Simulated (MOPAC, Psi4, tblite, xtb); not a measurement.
Approach curve of the dimer C3H9Al ··· CS2 (SMILES [CH3][Al]([CH3])[CH3] and S=C=S). Monomers: optimised at B3LYP-D3(BJ) (def2-SVP and def2-TZVP), held rigid. Orientation: lowest of the rigid-body minima from ten starts at GFN2-xTB (searched outside a hard wall at short contacts). The monomers approach along the line of their centres of mass (distance R); nothing else relaxes. The shortest distances reach bonding range, where SAPT0 and rigid monomers are unreliable.

Computed with: PM7, restricted, heats of formation (MOPAC); GFN1-xTB (xtb); GFN2-xTB (tblite); SAPT0/jun-cc-pVDZ, frozen core (Psi4).

Interaction energies in kcal/mol:

```csv
R / Å,PM7,GFN1-xTB,GFN2-xTB
2.65,14.52,-1.83,4.10
2.83,0.41,-9.95,-3.59
3.05,-6.51,-14.11,-7.39
3.24,-7.69,-14.69,-8.10
3.41,-7.17,-13.95,-7.72
3.67,-5.65,-11.94,-6.44
3.96,-4.21,-9.53,-4.87
4.27,-3.11,-7.28,-3.46
4.72,-1.93,-4.80,-2.03
5.41,-0.88,-2.45,-0.89
6.48,-0.33,-0.77,-0.25
7.72,-0.11,-0.19,-0.05
```

**Question.** Estimate the SAPT0/jun-cc-pVDZ values at these points.

**Answer.** 2.65: 18.54; 2.83: 7.58; 3.05: 0.70; 3.24: -1.95; 3.41: -2.94; 3.67: -3.21; 3.96: -2.82; 4.27: -2.22; 4.72: -1.45; 5.41: -0.71; 6.48: -0.24; 7.72: -0.08 (kcal/mol).
